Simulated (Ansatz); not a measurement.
Born–Oppenheimer molecular dynamics of BCl2H4N (8 atoms, charge 0, multiplicity 1). It starts at the highest image of a converged band, a first-order saddle point between two minima.

Level of theory: RKS B3LYP-D4/def2-SVP (Ansatz).

```yaml
ensemble: NVE (velocity Verlet)
time_step: 0.5 fs
steps_asked: 200
starting_velocities_drawn_for: 100 K
seed: 3014
```

First frame:

```xyz
8
Properties=species:S:1:pos:R:3
B 0.136 0.460 -0.086
Cl -0.226 -0.341 2.282
Cl 1.506 -0.414 -0.766
H -0.972 0.286 -0.498
N 0.444 1.735 0.649
H 1.409 2.065 0.599
H -0.219 2.498 0.517
H 0.197 1.055 1.723
```

Problem. What does the run give?

Solution. The run went to its last step.

```json
{
  "steps done": "200",
  "time covered": "100 fs",
  "mean temperature over the second half": "809 K",
  "spread of the potential energy over the second half": "5.6 meV per atom",
  "mean potential energy of the second half above the start": "-68.7 meV per atom"
}
```

The conserved energy stayed within 0.15 meV per atom of its start (net change -0.15 meV per atom), so the integration is sound. The kinetic energy rose, since the run started high on the potential surface and went downhill. It ends in pieces (BClH3N + ClH), so much of that is their flight and rotation, not heat. A run of 0.1 ps of so small a system gives no equilibrium averages. The orbitals stay closed-shell, which can raise the energy where a bond breaks towards radicals; this wasn't checked here.

Problem. What happens to the structure?

Solution. Between its relaxed ends the band would form Cl2–H8 and break B1–Cl2, N5–H8. These pairs go: Cl2–H8 1.56 → 1.30 Å, B1–Cl2 2.53 → 4.52 Å, N5–H8 1.30 → 3.61 Å. In the last frame they stand as after the step (other bonds may differ from the relaxed reactants and products). It ends as BClH3N + ClH. Pairs count as bonded within 1.25 times the sum of covalent radii (0.12 Å more for H–H). Another seed would give other details.

Problem. How do temperature and energy run in time?

Solution. 
| time (fs) | T (K) | potential energy less start (eV) | conserved less start (meV/atom) |
| --- | --- | --- | --- |
| 0 | 100 | 0.000 | 0.00 |
| 5 | 75 | 0.019 | 0.02 |
| 10 | 159 | -0.046 | 0.01 |
| 15 | 161 | -0.047 | 0.08 |
| 20 | 304 | -0.158 | 0.03 |
| 25 | 497 | -0.309 | -0.09 |
| 30 | 617 | -0.402 | -0.11 |
| 35 | 641 | -0.420 | 0.05 |
| 40 | 686 | -0.453 | 0.10 |
| 45 | 733 | -0.490 | 0.06 |
| 50 | 845 | -0.578 | -0.04 |
| 55 | 893 | -0.616 | -0.05 |
| 60 | 929 | -0.644 | -0.11 |
| 65 | 887 | -0.611 | -0.12 |
| 70 | 782 | -0.529 | 0.04 |
| 75 | 740 | -0.496 | 0.10 |
| 80 | 700 | -0.465 | 0.10 |
| 85 | 753 | -0.506 | 0.04 |
| 90 | 789 | -0.535 | 0.00 |
| 95 | 841 | -0.576 | -0.15 |
| 100 | 837 | -0.573 | -0.15 |

The run took 6.4 min on 2 threads of AMD EPYC 7R43 64-Core Processor (Zen 3), on a shared host, peak memory 0.18 GiB.
